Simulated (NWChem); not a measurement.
# Ge₂H₃F₃; SMILES [F][Ge]([F])([F])[GeH3]

Computed with NWChem. Geometry: optimised at PBE0/def2-SVP.

Problem. Among these, which level gives the lowest value of “dipole (D)”?
A. Hartree-Fock/def2-SVP
B. PBE/def2-SVP
C. N12/def2-SVP
D. BHandHLYP/def2-SVP

Solution. B, PBE/def2-SVP. Values: PBE/def2-SVP 3.72; N12/def2-SVP 4.04; BHandHLYP/def2-SVP 4.28; Hartree-Fock/def2-SVP 4.48
